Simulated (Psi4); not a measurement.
Input for Psi4:
```
memory 2 GB

molecule mol {
1 2
  Cl    2.236400    0.157000   -1.775300
  Si    1.556600    0.376300    0.089600
  Cl    2.606400   -0.687300    1.410800
  Cl    1.412400    2.300800    0.605100
  O     0.060700   -0.260300    0.124700
  Si   -1.545900   -0.422400   -0.067500
  Cl   -2.023300    0.319100   -1.859900
  Cl   -2.412900    0.599800    1.412800
  Cl   -1.890400   -2.383100    0.059700
}

set basis 3-21g
set reference uhf

energy('mp2')
print_variables()
```

### Question
Give the total energy at the level MP2/3-21G (Psi4).

### Answer
-3393.420884 Ha

### Question
What is the computed MP2 correlation energy (MP2/3-21G)?

### Answer
-0.5551 Eh

### Question
Give the nuclear repulsion energy at the level MP2/3-21G.

### Answer
1362.1554 Eh

These values belong to the state on which the SCF converged, which isn't shown to be the lowest.
